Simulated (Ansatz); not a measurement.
Compare A (`[BH2][Al]([SiH3])[O][SiH3]`) with its isomer B (`[AlH2][O]B[SiH2][SiH3]`).

Program: Ansatz. Geometries: PBE0-D4/def2-TZVP. ΔE: electronic, gas phase. CCSD(T)/CBS is the MP2 limit (def2-TZVPP, def2-QZVPP) plus CCSD(T) − MP2 in def2-TZVPP, frozen cores. Functionals use def2-TZVPP. B3LYP here is the variant with VWN-RPA as its local correlation; programs differ in this. One conformer a species, not always the lowest.

A:

```xyz
13

B    -1.358    2.405    0.221
Al   -0.104    0.703    0.041
Si    2.358    0.723   -0.035
O    -0.842   -0.818   -0.045
Si   -1.236   -2.390   -0.131
H    -1.781    3.000   -0.732
H    -1.673    2.868    1.282
H     2.933    0.288    1.272
H     2.904    2.083   -0.318
H     2.892   -0.199   -1.079
H    -0.107   -3.243    0.332
H    -1.566   -2.755   -1.534
H    -2.420   -2.665    0.726
```

B:

```xyz
13

Al    0.3787   -1.9057    2.5165
O    -0.3280   -0.6114    1.6930
B    -0.8782    0.3799    0.9933
Si   -1.0072    0.2579   -1.0331
Si    0.9173    1.2326   -1.9504
H    -0.5935   -3.0278    3.0432
H     1.9442   -1.8683    2.6866
H    -1.2511    1.3689    1.5772
H    -1.0599   -1.1576   -1.5089
H    -2.1911    0.9801   -1.5817
H     0.9055    1.1894   -3.4382
H     2.1282    0.5078   -1.4732
H     1.0353    2.6542   -1.5243
```

Question: Which is lower in electronic energy at CCSD(T)/CBS, and by how much? (Estimate.)

Answer: Computed: B, by 10.6 kcal/mol.

Question: Give E(B) − E(A) in kcal/mol with B2PLYP, CCSD(T)/def2-TZVPP, CCSD/def2-TZVPP, B3LYP-D4, r2SCAN-D4, HF/def2-TZVPP, PBE0-D4. (Estimate.)

Answer: Computed: B2PLYP -11.4, CCSD(T)/def2-TZVPP -10.6, CCSD/def2-TZVPP -9.4, B3LYP-D4 -12.8, r2SCAN-D4 -13.5, HF/def2-TZVPP -6.1, PBE0-D4 -13.6. None reverses the order clearly.

Largest T1 diagnostic: 0.015.

In def2-TZVPP, CCSD(T) changes the Hartree–Fock value by −4.4 kcal/mol (the triples alone add −1.1 kcal/mol) and MP2 by −4.7 kcal/mol. The D4 term adds −0.8 kcal/mol with B3LYP and −0.4 kcal/mol with PBE0; it sums over pairs of atoms, weighted by their polarisabilities, and B3LYP, whose exchange is more repulsive, gets the larger term.
